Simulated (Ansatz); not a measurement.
Two members of one family (AlN nanocrystals, H-capped), computed with Ansatz in the gas phase. Binding counts from free atoms in the multiplicity of their measured ground term, without zero-point energy. The structures are stationary points that may keep the symmetry of their start.

First: Al14N14H34, cut from wurtzite (singlet, charge 0, PBE-D4/def2-SVP geometry).

```xyz
62

N     1.849   -0.983   -3.637
Al    3.094   -1.772   -2.309
Al    0.551   -3.558   -1.600
N     1.821   -2.228   -0.933
Al    0.833    0.576   -3.065
N     2.284    1.717   -2.392
Al   -1.441   -1.164   -2.146
N    -1.206   -2.755   -1.118
N    -0.146    0.083   -1.507
Al    0.931   -0.735   -0.161
Al    2.134    2.231   -0.516
N     2.235    0.567    0.445
Al   -1.366   -2.571    0.786
N    -0.111   -1.246    1.330
Al    0.972   -2.209    2.627
Al    2.174    0.896    2.338
N     2.257   -0.810    3.260
N    -3.207   -0.440   -1.660
Al   -1.049    1.630   -0.780
N     0.346    2.840   -0.151
Al   -3.480   -0.042    0.241
N    -3.144   -1.767    1.099
N    -2.071    1.106    0.747
Al   -0.997    0.270    2.102
Al    0.196    3.270    1.723
N     0.387    1.564    2.588
Al   -3.070    2.625    1.467
N    -1.619    3.876    2.042
H     2.348   -0.783   -4.518
H     1.208   -1.770   -3.873
H     3.889   -3.018   -2.928
H     4.003   -0.492   -1.829
H     0.608   -3.479   -3.225
H     0.718   -4.977   -0.881
H     2.292   -2.709   -0.141
H     0.080    1.355   -4.238
H     3.167    1.168   -2.434
H     2.439    2.539   -2.995
H    -1.383   -1.341   -3.741
H    -1.868   -3.484   -1.437
H     3.266    3.310   -0.185
H     3.167    0.184    0.198
H    -1.276   -3.956    1.583
H     1.939   -3.243    1.835
H     0.164   -2.648    3.942
H     3.333    1.859    2.878
H     3.213   -1.193    3.203
H     2.109   -0.668    4.272
H    -3.958   -1.042   -2.034
H    -3.319    0.453   -2.172
H    -1.923    2.349   -1.928
H     0.223    3.729   -0.666
H    -4.977    0.457    0.502
H    -3.890   -2.450    0.893
H    -3.222   -1.613    2.121
H    -1.848   -0.133    3.410
H     1.230    4.388    2.218
H     0.276    1.738    3.602
H    -3.829    3.412    0.284
H    -3.821    2.221    2.834
H    -1.774    4.788    1.582
H    -1.745    4.080    3.046
```

```tsv
level	HOMO (eV)	LUMO (eV)	gap (eV)	binding per atom (eV)
PBE-D4/def2-SVP	-6.17	-0.98	5.19	3.77
r2SCAN-D4/def2-SVP	-6.51	-0.58	5.93	3.75
PBE0-D4/def2-SVP	-7.45	-0.16	7.28	3.73
```

Second: Al15N15H36, cut from wurtzite (singlet, charge 0, PBE-D4/def2-SVP geometry).

Cartesian coordinates in Å:
```
N 3.770 1.721 -0.289
Al 2.588 2.699 -1.556
Al 0.889 3.462 0.945
N 0.833 2.563 -0.766
Al -0.366 3.554 -1.909
N -2.128 3.427 -0.994
Al 3.311 -0.145 -0.020
N 3.198 -0.783 -1.870
Al 1.606 0.658 2.301
N 0.328 2.072 2.276
N 1.507 -0.186 0.600
Al 0.287 0.776 -0.524
Al 1.488 -1.576 -2.373
N 0.226 -0.139 -2.234
Al -1.474 1.549 1.934
N -1.467 0.674 0.245
Al -2.793 1.620 -0.749
Al -1.536 -0.701 -2.733
N -2.634 0.903 -2.566
N 0.978 -0.671 3.614
Al 0.976 -2.029 0.803
N 0.899 -2.785 -0.990
Al -0.804 -1.419 3.293
N -1.944 0.175 3.265
N -0.789 -2.094 1.534
Al -2.045 -1.155 0.442
Al -0.835 -3.488 -1.447
N -1.990 -1.950 -1.335
Al -1.359 -3.942 1.828
N -1.356 -4.700 -0.020
H 4.748 1.820 -0.606
H 3.733 2.246 0.605
H 3.133 4.196 -1.727
H 2.669 1.744 -2.891
H 2.413 3.838 1.343
H -0.252 4.610 1.024
H 0.012 5.099 -2.099
H -0.644 2.702 -3.287
H -2.016 3.909 -0.082
H -2.809 4.006 -1.509
H 4.405 -1.009 0.763
H 3.278 0.055 -2.488
H 3.986 -1.398 -2.119
H 3.099 1.100 2.701
H 0.378 2.610 3.159
H 1.633 -2.270 -3.805
H 0.517 0.581 -2.924
H -2.555 2.735 2.025
H -4.317 1.514 -0.279
H -1.710 -1.303 -4.204
H -2.123 1.617 -3.134
H -3.552 0.782 -3.020
H 1.078 -0.312 4.576
H 1.646 -1.465 3.570
H 2.054 -2.827 1.698
H 1.552 -3.588 -1.002
H -1.231 -2.405 4.477
H -2.046 0.592 4.203
H -2.900 -0.149 3.028
H -3.547 -1.207 1.030
H -0.892 -4.260 -2.847
H -2.947 -2.287 -1.538
H -0.217 -4.766 2.612
H -2.902 -3.988 2.289
H -0.743 -5.530 -0.029
H -2.295 -5.084 -0.215
```

Problem. What does the change do? Estimate second minus first.

Solution. 
| level | Δ HOMO (eV) | Δ LUMO (eV) | Δ gap (eV) | Δ binding per atom (eV) |
| --- | --- | --- | --- | --- |
| PBE-D4/def2-SVP | 0.17 | -0.03 | -0.20 | 0.01 |
| r2SCAN-D4/def2-SVP | 0.18 | -0.02 | -0.20 | 0.01 |
| PBE0-D4/def2-SVP | 0.21 | -0.03 | -0.24 | 0.01 |
